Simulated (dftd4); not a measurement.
C7H14O2 (SMILES CC(C)OC(=O)C(C)C), singlet, geometry from GFN2-xTB; D4 for blyp (dftd4 4.2.0).

Input for dftd4:
```
$ dftd4 mol.xyz --func blyp --charge 0 --json dftd4.json --noedisp

# file mol.xyz
23

C     -2.32306507     1.07032538     0.64251596
C     -1.87487723    -0.27296795     0.07669076
C     -2.81350309    -0.78506212    -1.00575308
O     -0.57422581    -0.13343070    -0.52158094
C      0.48931414    -0.22974627     0.27670932
O      0.43289500    -0.45388328     1.45763924
C      1.76985051     0.01407387    -0.50313694
C      2.87628061    -0.90593006     0.00222098
C      2.14539462     1.48688387    -0.31345545
H     -3.31061176     0.97419666     1.08448448
H     -1.62655243     1.40050323     1.40949361
H     -2.35760894     1.81534470    -0.14937216
H     -1.79014912    -1.00256083     0.89268149
H     -3.80626094    -0.93500579    -0.59153717
H     -2.87058422    -0.06382614    -1.81697333
H     -2.45012757    -1.72851051    -1.40457970
H      1.56453539    -0.17302662    -1.56062558
H      2.63195870    -1.94634598    -0.19889738
H      2.99242536    -0.78273467     1.07611169
H      3.81783932    -0.66743740    -0.48622495
H      1.35374000     2.13485750    -0.68313021
H      3.06050425     1.71109865    -0.85653732
H      2.30517143     1.69649887     0.74189102
```

The log (banner, timings and long lists left out):

```
                    ____  _____ _____     ____  _  _
      -------------|  _ \|  ___|_   _|---|  _ \| || |------------
     |             | | | | |_    | | ___ | | | | || |_           |
     |             | |_| |  _|   | ||___|| |_| |__   _|          |
     |             |____/|_|     |_|     |____/   |_|            |
     |             ===================================           |
     |            E. Caldeweyher, S. Ehlert & S. Grimme          |
     |          Mulliken Center for Theoretical Chemistry        |
     |                    University of Bonn                     |
      -----------------------------------------------------------

Rational (Becke-Johnson) damping: blyp-D4-ATM
---------------------
  s6         1.0000
  s8         2.3408
  s9         1.0000
  a1         0.4449
  a2         4.0933
 alp        16.0000
--------------------

Dispersion energy:      -4.1350952728699E-02 Eh

[Info] JSON dump of results written to 'dftd4.json'
```
